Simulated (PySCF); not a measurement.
**From computed data to an observable: chemical shift, span and skew from a shielding tensor**

(1S)-1-bromo-1-chloroethane (C2H4BrCl), SMILES [C@@H](C)(Br)Cl. Atoms are numbered in the order given.

```xyz
8

C     -1.6595    -1.0254     0.2883
C     -0.2136    -0.6504     0.4791
Cl     0.8499    -1.6933    -0.4905
Br     0.0781     1.2274     0.0424
H     -1.9551    -0.8981    -0.7622
H     -1.8041    -2.0788     0.5721
H     -2.3000    -0.3923     0.9190
H      0.1147    -0.7494     1.5201
```
Charge 0, spin multiplicity 1.

Geometry optimised at PBE0-D3(BJ)/def2-SVP.

GIAO shieldings from B3LYP/pcSseg-1 (PySCF), non-relativistic, no solvent. The symmetric part of the tensor of C2 has the principal values 47.2, 115.1, 124.4 ppm. The same nucleus in TMS has σ = 181.3 ppm at this level (PySCF, at its B3LYP-D3(BJ)/def2-TZVP geometry). Without spin–orbit terms, shifts of atoms bonded to Cl or Br come out too high.

Problem. Work out the isotropic shielding, the ¹³C shift against TMS, the span and the skew.

Solution. 
σ(iso) = (σ11 + σ22 + σ33)/3 = 95.6 ppm. δ = σ(ref) − σ(iso) = 181.3 − (95.6) = 85.7 ppm.
Span Ω = σ33 − σ11 = 77.2 ppm. Skew κ = 3(σ(iso) − σ22)/Ω = -0.76. Tumbling in solution averages the tensor to δ; in a static solid the shielding alone would spread this spin-1/2 line over Ω.
